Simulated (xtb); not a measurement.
xtb input (GFN2-xTB):

```bash
xtb mol.xyz --gfn 2 --ohess tight --chrg 1 --uhf 0
```
mol.xyz:
```
4

Si    -0.03734191     0.00553161     0.49060287
F     -1.39349455    -0.65721877    -0.13142106
F     -0.17078298     1.52206886    -0.07877119
Cl     1.58130742    -0.87626017    -0.30924894
```

Output:

```
           -------------------------------------------------
          |                Calculation Setup                |
           -------------------------------------------------

           -------------------------------------------------
          |                 G F N 2 - x T B                 |
           -------------------------------------------------

        Reference                      10.1021/acs.jctc.8b01176
      * Hamiltonian:
        H0-scaling (s, p, d)           1.850000    2.230000    2.230000
        zeta-weighting                 0.500000
      * Dispersion:
        s8                             2.700000
        a1                             0.520000
        a2                             5.000000
        s9                             5.000000
      * Repulsion:
        kExp                           1.500000    1.000000
        rExp                           1.000000
      * Coulomb:
        alpha                          2.000000
        third order                    shell-resolved
        anisotropic                    true
        a3                             3.000000
        a5                             4.000000
        cn-shift                       1.200000
        cn-exp                         4.000000
        max-rad                        5.000000

          ...................................................
          :                      SETUP                      :
          :.................................................:
          :  # basis functions                  28          :
          :  # atomic orbitals                  26          :
          :  # shells                           10          :
          :  # electrons                        24          :
          :  max. iterations                   250          :
          :  Hamiltonian                  GFN2-xTB          :
          :  restarted?                      false          :
          :  GBSA solvation                  false          :
          :  PC potential                    false          :
          :  electronic temp.          300.0000000     K    :
          :  accuracy                    1.0000000          :
          :  -> integral cutoff          0.2500000E+02      :
          :  -> integral neglect         0.1000000E-07      :
          :  -> SCF convergence          0.1000000E-05 Eh   :
          :  -> wf. convergence          0.1000000E-03 e    :
          :  Broyden damping             0.4000000          :
          :  net charge                          1          :
          :  unpaired electrons                  0          :
          ...................................................

 iter      E             dE          RMSdq      gap      omega  full diag
   1    -15.3034144 -0.153034E+02  0.130E+01    2.53       0.0  T
   2    -15.3564393 -0.530248E-01  0.872E+00    2.44       1.0  T
   3    -15.3596050 -0.316578E-02  0.290E+00    2.72       1.0  T
   4    -15.3485463  0.110587E-01  0.237E+00    2.02       1.0  T
   5    -15.3656121 -0.170658E-01  0.918E-01    2.46       1.0  T
   6    -15.3657952 -0.183109E-03  0.219E-01    2.51       1.0  T
[...]
 q only:        2.977      -3.057      -0.797      -0.470       0.255      -2.180
  q+dip:        4.468      -5.005      -1.720      -0.695       0.346      -2.747
   full:        2.252      -3.898      -2.541      -0.352       0.076       0.289

           -------------------------------------------------
          |                Geometry Summary                 |
           -------------------------------------------------

      molecular mass/u    :      101.5352426
   center of mass at/Å    :        0.2661676      -0.1521464      -0.0298734
  moments of inertia/u·Å² :        0.5500744E+02   0.1546752E+03   0.2096826E+03
rotational constants/cm⁻¹ :        0.3064609E+00   0.1089873E+00   0.8039595E-01

 * 3 selected distances

     #   Z          #   Z                                           value/Å
     1  14 Si       2   9 F                                       1.5546990
     1  14 Si       3   9 F                                       1.5546563 (min)
     1  14 Si       4  17 Cl                                      1.8884912 (max)

 * 2 distinct bonds (by element types)

   Z      Z             #   av. dist./Å        max./Å        min./Å
   9 F   14 Si          2     1.5546776     1.5546990     1.5546563
  14 Si  17 Cl          1     1.8884912     1.8884912     1.8884912

           -------------------------------------------------
          |               Frequency Printout                |
           -------------------------------------------------
 projected vibrational frequencies (cm⁻¹)
eigval :       -0.00    -0.00    -0.00     0.00     0.00     0.00
eigval :      158.04   257.38   293.59   639.72  1036.47  1063.26
 reduced masses (amu)
   1: 34.74   2: 29.03   3: 20.78   4: 20.56   5: 26.70   6: 23.92   7: 25.02   8: 21.85
   9: 26.52  10: 27.87  11: 23.05  12: 24.56
 IR intensities (km·mol⁻¹)
   1: 10.15   2:  9.71   3:  1.75   4:  1.84   5:  8.80   6:  1.44   7: 17.15   8: 61.09
   9: 49.84  10:  2.49  11:192.37  12:217.46
 Raman intensities (Ä⁴*amu⁻¹)
   1:  0.00   2:  0.00   3:  0.00   4:  0.00   5:  0.00   6:  0.00   7:  0.00   8:  0.00
   9:  0.00  10:  0.00  11:  0.00  12:  0.00
 output can be read by thermo (or use thermo option).
 writing <g98.out> molden fake output.
 recommended (thermochemical) frequency scaling factor: 1.0
           -------------------------------------------------
          |             Thermodynamic Functions             |
           -------------------------------------------------

c2v symmetry found (for desy threshold:  0.10E+00) used in thermo

          ...................................................
          :                      SETUP                      :
Note: The following floating-point exceptions are signalling: IEEE_UNDERFLOW_FLAG IEEE_DENORMAL
normal termination of xtb
          :.................................................:
          :  # frequencies                           6      :
          :  # imaginary freq.                       0      :
          :  linear?                             false      :
          :  only rotor calc.                    false      :
          :  symmetry                              c2v      :
          :  rotational number                       2      :
          :  scaling factor                  1.0000000      :
          :  rotor cutoff                   50.0000000 cm⁻¹ :
          :  imag. cutoff                  -20.0000000 cm⁻¹ :
          :.................................................:

    mode    ω/cm⁻¹     T·S(HO)/kcal·mol⁻¹    T·S(FR)/kcal·mol⁻¹   T·S(vib)
   ------------------------------------------------------------------------
       1    158.04    -0.76718 ( 99.01%)    -0.71540 (  0.99%)    -0.76666
       2    257.38    -0.50074 ( 99.86%)    -0.57101 (  0.14%)    -0.50084
       3    293.59    -0.43327 ( 99.92%)    -0.53203 (  0.08%)    -0.43335
   ------------------------------------------------------------------------

   temp. (K)  partition function   enthalpy   heat capacity  entropy
                                   cal/mol     cal/K/mol   cal/K/mol   J/K/mol
 298.15  VIB   3.69                 1088.172      6.920      6.244
         ROT  0.510E+05              888.752      2.981     24.523
         INT  0.188E+06             1976.924      9.901     30.767
         TR   0.990E+27             1481.254      4.968     39.745
         TOT                        3458.1780    14.8690    70.5122   295.0229

       T/K    H(0)-H(T)+PV         H(T)/Eh          T*S/Eh         G(T)/Eh
   ------------------------------------------------------------------------
    298.15    0.551096E-02    0.133671E-01    0.335026E-01   -0.201355E-01
   ------------------------------------------------------------------------

         :::::::::::::::::::::::::::::::::::::::::::::::::::::
         ::                  THERMODYNAMIC                  ::
         :::::::::::::::::::::::::::::::::::::::::::::::::::::
         :: total free energy         -15.414653419281 Eh   ::
         ::.................................................::
         :: total energy              -15.394517941178 Eh   ::
         :: zero point energy           0.007856172750 Eh   ::
         :: G(RRHO) w/o ZPVE           -0.027991650854 Eh   ::
         :: G(RRHO) contrib.           -0.020135478104 Eh   ::
         :::::::::::::::::::::::::::::::::::::::::::::::::::::

optimized geometry written to: xtbopt.xyz

           -------------------------------------------------
          | TOTAL ENERGY              -15.394517941178 Eh   |
          | TOTAL ENTHALPY            -15.381150810972 Eh   |
          | TOTAL FREE ENERGY         -15.414653419281 Eh   |
          | GRADIENT NORM               0.000078286832 Eh/α |
          | HOMO-LUMO GAP               5.759108626796 eV   |
           -------------------------------------------------

------------------------------------------------------------------------
------------------------------------------------------------------------
 total:
 SCF:
 ANC optimizer:
 analytical hessian:
```
